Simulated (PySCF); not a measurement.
Can point charges reproduce the dipole moment of `CCCN[SiH2]C(C)=O`?

Coordinates (GFN2-xTB, Å) and charges (e) from the PBE0/pcSseg-1 density (PySCF):

```json
{"atom": "C1", "x": "-3.641", "y": "-0.149", "z": "-0.374", "Mulliken": "-0.2758", "IAO": "-0.4213", "Hirshfeld": "-0.1172", "ESP-fitted": "-0.4120"}
{"atom": "C2", "x": "-2.198", "y": "-0.549", "z": "-0.096", "Mulliken": "-0.2910", "IAO": "-0.2591", "Hirshfeld": "-0.0734", "ESP-fitted": "+0.2148"}
{"atom": "C3", "x": "-1.414", "y": "0.582", "z": "0.574", "Mulliken": "+0.0108", "IAO": "-0.1350", "Hirshfeld": "-0.0196", "ESP-fitted": "+0.2318"}
{"atom": "N4", "x": "-0.034", "y": "0.244", "z": "0.817", "Mulliken": "-0.6707", "IAO": "-0.6732", "Hirshfeld": "-0.2411", "ESP-fitted": "-0.7743"}
{"atom": "Si5", "x": "1.241", "y": "0.478", "z": "-0.289", "Mulliken": "+0.7082", "IAO": "+0.8194", "Hirshfeld": "+0.3484", "ESP-fitted": "+0.2996"}
{"atom": "C6", "x": "2.717", "y": "-0.391", "z": "0.572", "Mulliken": "-0.0515", "IAO": "+0.1535", "Hirshfeld": "+0.0892", "ESP-fitted": "+0.5337"}
{"atom": "C7", "x": "4.081", "y": "-0.135", "z": "-0.007", "Mulliken": "-0.2603", "IAO": "-0.4778", "Hirshfeld": "-0.1271", "ESP-fitted": "-0.4576"}
{"atom": "O8", "x": "2.550", "y": "-1.118", "z": "1.526", "Mulliken": "-0.3531", "IAO": "-0.3900", "Hirshfeld": "-0.2192", "ESP-fitted": "-0.4727"}
{"atom": "H9", "x": "-3.676", "y": "0.711", "z": "-1.039", "Mulliken": "+0.1072", "IAO": "+0.1356", "Hirshfeld": "+0.0387", "ESP-fitted": "+0.0820"}
{"atom": "H10", "x": "-4.150", "y": "0.112", "z": "0.552", "Mulliken": "+0.1078", "IAO": "+0.1364", "Hirshfeld": "+0.0390", "ESP-fitted": "+0.0846"}
{"atom": "H11", "x": "-4.181", "y": "-0.968", "z": "-0.843", "Mulliken": "+0.1177", "IAO": "+0.1441", "Hirshfeld": "+0.0420", "ESP-fitted": "+0.1041"}
{"atom": "H12", "x": "-1.698", "y": "-0.814", "z": "-1.030", "Mulliken": "+0.1209", "IAO": "+0.1305", "Hirshfeld": "+0.0331", "ESP-fitted": "-0.0185"}
{"atom": "H13", "x": "-2.178", "y": "-1.428", "z": "0.553", "Mulliken": "+0.1126", "IAO": "+0.1296", "Hirshfeld": "+0.0358", "ESP-fitted": "-0.0285"}
{"atom": "H14", "x": "-1.430", "y": "1.465", "z": "-0.069", "Mulliken": "+0.1068", "IAO": "+0.1270", "Hirshfeld": "+0.0390", "ESP-fitted": "+0.0438"}
{"atom": "H15", "x": "-1.895", "y": "0.843", "z": "1.524", "Mulliken": "+0.1161", "IAO": "+0.1316", "Hirshfeld": "+0.0383", "ESP-fitted": "+0.0010"}
{"atom": "H16", "x": "0.071", "y": "-0.496", "z": "1.499", "Mulliken": "+0.2044", "IAO": "+0.2649", "Hirshfeld": "+0.1076", "ESP-fitted": "+0.3481"}
{"atom": "H17", "x": "1.501", "y": "1.914", "z": "-0.441", "Mulliken": "-0.1047", "IAO": "-0.1455", "Hirshfeld": "-0.0856", "ESP-fitted": "-0.0718"}
{"atom": "H18", "x": "1.108", "y": "-0.108", "z": "-1.635", "Mulliken": "-0.1136", "IAO": "-0.1599", "Hirshfeld": "-0.0901", "ESP-fitted": "-0.0918"}
{"atom": "H19", "x": "4.852", "y": "-0.696", "z": "0.518", "Mulliken": "+0.1326", "IAO": "+0.1622", "Hirshfeld": "+0.0501", "ESP-fitted": "+0.1382"}
{"atom": "H20", "x": "4.291", "y": "0.930", "z": "0.055", "Mulliken": "+0.1389", "IAO": "+0.1647", "Hirshfeld": "+0.0563", "ESP-fitted": "+0.1254"}
{"atom": "H21", "x": "4.074", "y": "-0.409", "z": "-1.060", "Mulliken": "+0.1366", "IAO": "+0.1621", "Hirshfeld": "+0.0556", "ESP-fitted": "+0.1201"}
```

**Question.** What dipole does each set of charges give (1 e·Å = 4.803 D), and what does the density give?

**Answer.** The full density gives (-0.33, 0.80, -1.57) D, 1.79 D in size; dipole vectors point from the negative to the positive end.

```tsv
scheme	μx	μy	μz	size (D)	share of the full size (%)	angle to the full dipole (°)
Mulliken	-0.97	2.37	-3.63	4.44	248	6
IAO	-0.08	1.70	-2.88	3.35	187	10
Hirshfeld	-0.15	0.82	-1.14	1.41	79	10
ESP-fitted	-0.33	0.84	-1.61	1.85	103	1
```

**Question.** Which set comes closest?

**Answer.** Length of the difference vector: ESP-fitted 0.05 D, Hirshfeld 0.47 D, IAO 1.61 D, Mulliken 2.67 D. Closest: ESP-fitted. The schemes that divide the density aren't constrained to reproduce the dipole.

**Question.** What is left for the Hirshfeld atoms' own dipoles?

**Answer.** The shares of the density sum to the whole, so what Σ q r misses lies in dipoles about the nuclei. The atomic dipoles sum to (-0.33, 0.80, -1.57) − (-0.15, 0.82, -1.14) = (-0.18, -0.02, -0.43) D, 0.47 D in size.

**Question.** With the origin at the mean of the coordinates, (0.000, 0.001, 0.062) Å, which are the largest single terms, by size, of the Mulliken dipole along the direction of the full one?

**Answer.** O8 +3.82, N4 +1.76, H16 -1.47, C1 -1.31, H19 -1.02 D; all 21 atoms together +4.41 D. The single terms depend on the origin, their sum doesn't.

**Question.** Give the size of the full dipole in other units.

**Answer.** 1.79 D = 0.706 au = 0.373 e·Å = 5.98 × 10⁻³⁰ C·m.

One conformer (not necessarily the lowest) at the GFN2-xTB geometry, without solvent, vibrations or thermal averaging.

The run behind these numbers computed NMR shieldings as well. Time: 86 s wall (grids of density and orbitals included); peak memory 0.93 GiB. Hardware: one thread of an Arm Neoverse N1, no GPU (shared host).

Conformer computed: `[CH3:1][CH2:2][CH2:3][NH:4][SiH2:5][C:6]([CH3:7])=[O:8]`: C1–C2–C3–N4 -178°, C2–C3–N4–Si5 88°, C3–N4–Si5–C6 -173°, N4–Si5–C6–C7 -168°.
